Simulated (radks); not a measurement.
Question: Pb3+, configuration [Xe] 4f13.5 5d8 6s1.5 6p2 (fractional occupations, a model configuration). Method: Dirac Kohn-Sham, BLYP, spin-unpolarised, spherical densities, finite nucleus; open shells fill j = l - 1/2 first; Fermi nuclear charge, rms radius 5.5012 fm; computed with a radial shooting solver on a logarithmic mesh with Libxc functionals. Some entries of the table are withheld. Estimate them.

| orbital | occ. | eigenvalue (hartree) | r(max) (bohr) |
|---|---|---|---|
| 1s1/2 | 2 | -3233.045 | 0.009845 |
| 2s1/2 | 2 | -579.3741 | 0.05739 |
| 2p1/2 | 2 | -556.7362 | 0.04198 |
| 2p3/2 | 4 | -476.2662 | 0.04969 |
| 3s1/2 | 2 | -140.5226 | 0.1615 |
| 3p1/2 | 2 | -130.2458 | 0.1504 |
| 3p3/2 | 4 | -112.2923 | 0.1660 |
| 3d3/2 | 4 | -95.29598 | 0.1289 |
| 3d5/2 | 6 | -91.47510 | 0.1331 |
| 4s1/2 | 2 | (1) | 0.3626 |
| 4p1/2 | 2 | (2) | 0.3600 |
| 4p3/2 | 4 | (3) | 0.3915 |
| 4d3/2 | 4 | -17.05941 | 0.3826 |
| 4d5/2 | 6 | -16.23338 | 0.3921 |
| 5s1/2 | 2 | (4) | 0.7849 |
| 4f5/2 | 6 | -6.79637 | 0.3462 |
| 4f7/2 | 7.5 | -6.60845 | 0.3506 |
| 5p1/2 | 2 | (5) | (6) |
| 5p3/2 | 4 | (7) | (8) |
| 5d3/2 | 4 | -2.29072 | 1.023 |
| 5d5/2 | 4 | -2.17871 | 1.051 |
| 6s1/2 | 1.5 | -1.57552 | 1.800 |
| 6p1/2 | 2 | -1.19212 | 2.024 |
| 6p3/2 | 0 | -1.06779 | 2.219 |

Answer: 
(1) 4s1/2 eigenvalue (hartree): -33.22246
(2) 4p1/2 eigenvalue (hartree): -28.76307
(3) 4p3/2 eigenvalue (hartree): -24.34931
(4) 5s1/2 eigenvalue (hartree): -6.90367
(5) 5p1/2 eigenvalue (hartree): -5.35417
(6) 5p1/2 r(max) (bohr): 0.8208
(7) 5p3/2 eigenvalue (hartree): -4.49069
(8) 5p3/2 r(max) (bohr): 0.8948
